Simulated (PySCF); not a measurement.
# VS2: bending curve

These are results of PySCF, UPBE0, basis V def2-SVP, S def2-SVP (no relativity, density fitting), not measurements.

Rigid scan from the doublet minimum (V–S 2.019 Å (×2); S–V–S 112.6°). Coordinate: the S–V–S angle, bonds fixed. Energies in kJ/mol from the minimum.

**Question.** Predict the curve at 80, 90, 100, 110, 120, 130, 140, 150, 160, 170, 180.

**Answer.** 
| bond angle (°) | E (kJ/mol) | dipole size (D) | ⟨S²⟩ |
| --- | --- | --- | --- |
| 80 | 120.3 | 5.28 | 1.13 |
| 90 | 50.3 | 5.31 | 1.02 |
| 100 | 13.4 | 5.28 | 0.96 |
| 110 | 0.5 | 5.17 | 0.93 |
| 120 | 3.5 | 4.97 | 0.92 |
| 130 | 16.8 | 4.62 | 0.90 |
| 140 | 35.5 | 4.07 | 0.88 |
| 150 | 55.8 | 3.31 | 0.87 |
| 160 | 73.8 | 2.33 | 0.85 |
| 170 | 86.2 | 1.21 | 0.84 |
| 180 | 90.7 | 0.00 | 0.84 |

With the bonds held, the linear shape lies 90.7 kJ/mol from the minimum.

Spin contamination is strong at 80, 90, 100, so these points are less reliable.

Other spin states or occupations of the open shell can lie lower.
